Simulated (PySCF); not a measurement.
La²⁺ (lanthanum, charge +2) across methods

[Xe] 4f1, 2F determinant (an excited configuration). Computed with PySCF 2.14 in def2-TZVPPD with the def2 core potential (46 electrons) (6s5p3d2f1g, 59 functions), with a scalar-relativistic core potential.

```json
{"method": "BP86", "E (hartree)": "-30.5301", "mean ε 5p α (eV)": "-37.615", "mean ε 5p β (eV)": "-37.488", "mean ε 4f α (eV)": "-6.339", "Σ⟨r²⟩ (bohr²)": "42.45", "⟨S²⟩": "0.750"}
{"method": "UHF", "E (hartree)": "-30.11818", "mean ε 5p α (eV)": "-43.282", "mean ε 5p β (eV)": "-43.149", "mean ε 4f α (eV)": "-6.904", "Σ⟨r²⟩ (bohr²)": "43.54", "⟨S²⟩": "0.750"}
{"method": "TPSS", "E (hartree)": "-30.4826", "mean ε 5p α (eV)": "-37.737", "mean ε 5p β (eV)": "-37.594", "mean ε 4f α (eV)": "-6.058", "Σ⟨r²⟩ (bohr²)": "42.64", "⟨S²⟩": "0.750"}
{"method": "PBEsol", "E (hartree)": "-30.4145", "mean ε 5p α (eV)": "-37.408", "mean ε 5p β (eV)": "-37.253", "mean ε 4f α (eV)": "-6.104", "Σ⟨r²⟩ (bohr²)": "42.49", "⟨S²⟩": "0.750"}
{"method": "LDA", "E (hartree)": "-30.3721", "mean ε 5p α (eV)": "-37.429", "mean ε 5p β (eV)": "-37.267", "mean ε 4f α (eV)": "-5.971", "Σ⟨r²⟩ (bohr²)": "42.54", "⟨S²⟩": "0.750"}
{"method": "r2SCAN", "E (hartree)": "-30.4777", "mean ε 5p α (eV)": "-38.129", "mean ε 5p β (eV)": "-37.997", "mean ε 4f α (eV)": "-5.977", "Σ⟨r²⟩ (bohr²)": "42.58", "⟨S²⟩": "0.750"}
{"method": "PBE", "E (hartree)": "-30.4844", "mean ε 5p α (eV)": "-37.539", "mean ε 5p β (eV)": "-37.384", "mean ε 4f α (eV)": "-6.190", "Σ⟨r²⟩ (bohr²)": "42.45", "⟨S²⟩": "0.750"}
{"method": "PBE0", "E (hartree)": "-30.4631", "mean ε 5p α (eV)": "-39.237", "mean ε 5p β (eV)": "-39.092", "mean ε 4f α (eV)": "-6.500", "Σ⟨r²⟩ (bohr²)": "42.64", "⟨S²⟩": "0.750"}
```

**Question.** Estimate the same row for r2SCAN0.

**Answer.** E (hartree) = -30.4474; mean ε 5p α (eV) = -39.584; mean ε 5p β (eV) = -39.458; mean ε 4f α (eV) = -6.343; Σ⟨r²⟩ (bohr²) = 42.70; ⟨S²⟩ = 0.750.

Energies and moments cover only the electrons outside the core potential. Spin-orbit coupling, absent here, splits the open shell strongly.
